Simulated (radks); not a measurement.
Results of a calculation; reference values are marked as such.
Problem. Numerical settings for the molybdenum ion Mo+, [Kr] 4d5. Code: a radial shooting solver on a logarithmic mesh with Libxc functionals. Model: scalar-relativistic Kohn-Sham, PBEsol, spin-unpolarised, spherical densities, point nucleus. The defaults (mesh step 0.008 in ln r, mesh end at 40 bohr or more with all orbitals vanishing there, Anderson mixing 0.5 over 9 steps, residual threshold near 1e-9 with the energy settled to 1e-9 hartree or 1e-11 of itself, here a cap of 65 iterations) give E = -4046.1837 hartree and 4d at -10.415 eV in 14 iterations. Run on one thread of a shared host, so times are rough (Arm Neoverse V1): 0.11 s of CPU time, 0.11 s wall, 14 iterations on 2546 mesh points. One setting is changed at a time: mesh step in ln r 0.2; mesh step in ln r 0.005; mesh step in ln r 0.003; mesh end (bohr) 1; mesh end (bohr) 5; residual threshold 0.1; residual threshold 0.01; mixing 0.05; linear mixing, mixing 0.8; linear mixing, mixing 1; mixing history 3; iteration cap 5. Which runs fail to converge, and which converge to a wrong energy?

Solution. Not converged within the cap: mesh step in ln r 0.2; linear mixing, mixing 0.8; linear mixing, mixing 1; iteration cap 5. Settled on a wrong energy, with an occupied level pushed above zero by the early mesh end: mesh end (bohr) 1 (+169 hartree). Apart from these: settings that end as converged yet miss the energy by more than 1 mhartree: mesh end (bohr) 5 (+0.0388 hartree).
